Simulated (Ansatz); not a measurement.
`O=NBr` → Br• + N• + O•  (atomization)

Gas-phase electronic energies from Ansatz, PBE0-D4/def2-TZVP geometries. CBS: MP2 limit from def2 TZ/QZ plus the TZ coupled-cluster correction, frozen cores. This one scheme is used for every species, atoms too. Functionals use def2-TZVPP. No spin–orbit coupling; open shells (•) take unrestricted orbitals. Spin–orbit coupling would lower the free atoms: a little for O; clearly for Br. Bonds to Br are less sure, by a few kJ/mol each and by 10 to 20 or more in all where they break to atoms, as the def2 sets lack core-valence functions. Scalar relativity is left out up to krypton.

CCSD(T)/CBS gives +7.95 eV.

Q: Another level gave +7.89 eV. Which?
A. BHLYP/def2-TZVPP
B. revPBE/def2-TZVPP
C. PBE/def2-TZVPP
D. ωB97M-V/def2-TZVPP

A: D. ωB97M-V 7.89, revPBE 8.79, PBE 9.40, BHLYP 6.49 eV.

Largest T1 diagnostic among the species: 0.017.

From BLYP to BHLYP (50 % exact exchange), in def2-TZVPP and without D4, ΔE moves by −2.43 eV: exact exchange takes away binding that semilocal exchange gives to molecules. At CCSD(T), def2-SVP lies −1.05 eV from the extrapolated value and def2-TZVPP −0.53 eV: correlation converges slowly with the basis, and small sets miss more of it in the bonded molecule than in its fragments. The D4 term adds +0.08 eV with B3LYP and +0.04 eV with PBE0; it sums over pairs of atoms, weighted by their polarisabilities, and B3LYP, whose exchange is more repulsive, gets the larger term.

B3LYP here is the variant with VWN-RPA as its local correlation; programs differ in this.

For atomizations the MP2-based limit and the directly extrapolated one differ by several kJ/mol either way, and by 10 to 25 for some Ge, Se and Sn compounds, so smaller differences from it don't rank the levels.
